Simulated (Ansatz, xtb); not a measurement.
# Two structures of C6H7B

We compare a, `B/C(C#C)=C/C=C`, a singlet, with b, a singlet given by its coordinates. Both are isolated molecules in the gas phase, relaxed with PBE0-D3(BJ)/def2-SVP; the shapes shown needn't be the lowest conformers.

a (Å):

```xyz
14

C    -0.7876    0.2735    0.3973
C    -0.7588    0.4310   -1.0215
C    -0.7694    0.5539   -2.2304
C     0.3213    0.5417    1.1607
C     1.5981    0.9948    0.6669
C     2.6454    1.2398    1.4733
B    -2.0744   -0.2042    1.1051
H    -3.0784   -0.4527    0.4840
H    -2.0571   -0.3260    2.3089
H    -0.7851    0.6606   -3.2990
H     0.2302    0.3996    2.2431
H     1.6893    1.1368   -0.4153
H     3.6044    1.5827    1.0777
H     2.5715    1.1032    2.5568
```

b (Å):

```xyz
14

C    -1.3997    0.1798   -1.4664
C    -1.2498    1.1085   -2.4316
C    -2.3471   -0.9067   -1.6529
C    -2.4564   -1.8067   -0.6470
C    -1.6068   -1.5355    0.4542
C    -0.8235   -1.1780    1.3283
B    -0.5572    0.2205   -0.0878
H     0.6286   -0.0204   -0.2126
H    -0.8500    1.1366    0.6570
H    -1.8270    1.0647   -3.3619
H    -0.5475    1.9403   -2.3281
H    -2.9462   -0.9928   -2.5659
H    -3.1212   -2.6716   -0.6406
H    -0.1988   -1.0159    2.1890
```

Close contacts (Å): C1–C2 1.35, C1–C3 1.45, C1–B7 1.62, C3–C4 1.35, C4–C5 1.42, C5–C6 1.23, C6–B7 2.01, C2–H10 1.10, C2–H11 1.09, C3–H12 1.10, C4–H13 1.09, C6–H14 1.08, B7–H8 1.22, B7–H9 1.22.

Task: Estimate E(b) − E(a) at the level CCSD(T)/def2-SVP + ΔMP2/def2-TZVPP.

Result: Calculated at CCSD(T)/def2-SVP + ΔMP2/def2-TZVPP: E(b) − E(a) = +0.207 eV, so structure a lies lower.

How the difference moves with the method:

```
                             level              geometry  E(b) − E(a) (eV)  departure from the last row (eV)  job, with rough time for the two
                          GFN2-xTB              GFN2-xTB              +0.061                            −0.146              optimisation, 0.29 s
                         HF/STO-3G              GFN2-xTB              +0.243                            +0.036              single point, 0.58 s
                r2SCAN-D4/def2-SVP              GFN2-xTB              +0.084                            −0.123               single point, 3.8 s
              PBE0-D3(BJ)/def2-SVP  PBE0-D3(BJ)/def2-SVP              +0.054                            −0.153                optimisation, 60 s
                       HF/def2-SVP  PBE0-D3(BJ)/def2-SVP              +0.733                            +0.526           part of the CCSD(T) run
                      MP2/def2-SVP  PBE0-D3(BJ)/def2-SVP              +0.213                            +0.006           part of the CCSD(T) run
                  CCSD(T)/def2-SVP  PBE0-D3(BJ)/def2-SVP              +0.267                            +0.060                      single point
CCSD(T)/def2-SVP + ΔMP2/def2-TZVPP  PBE0-D3(BJ)/def2-SVP              +0.207                                                  single point, 74 s
```

The levels shown agree on the order. The largest departure from CCSD(T)/def2-SVP + ΔMP2/def2-TZVPP is that of HF/def2-SVP, 0.526 eV. The last row adds to CCSD(T) the change of the MP2 difference between the two basis sets, here −0.060 eV.

With thermal terms from frequencies at re-optimised GFN2-xTB minima (ideal gas, soft modes damped towards free rotors, one conformer each, 298.15 K, 1 atm): on the last row, ΔE + ΔZPE = +0.225, ΔH = +0.206, ΔG = +0.249 eV.

The correlated steps freeze 7 core orbitals. Run with Ansatz 0.2.0, xtb 6.7.1; the last row on 2 threads of Intel(R) Xeon(R) Platinum 8488C (Sapphire Rapids) on a shared host.
